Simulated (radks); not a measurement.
Valence configurations of P IV (all share [Ne]). Calculated with a radial shooting solver on a logarithmic mesh with Libxc functionals: Dirac Kohn-Sham, PBE, spin-unpolarised, spherical densities, finite nucleus; open shells fill j = l - 1/2 first; Fermi nuclear charge, rms radius 3.1889 fm. Energies are relative to 3s2; eigenvalues in eV.

| valence | E (eV) | e(3p1/2) | e(3s1/2) |
|---|---|---|---|
| 3s2 | 0.000 | - | -45.611 |
| 3p2 | 20.465 | -36.480 | - |
| 3s1 3p1 | 10.217 | -35.955 | -46.189 |
| 3s1.5 3p0.5 | 5.104 | -35.686 | -45.903 |
| 3s0.5 3p1.5 | 15.337 | -36.220 | -46.468 |

NIST lists [Ne] 3s2 as the ground configuration; this level of theory agrees among the configurations tried. The energies are those of spherical spin-averaged densities, not of single terms.
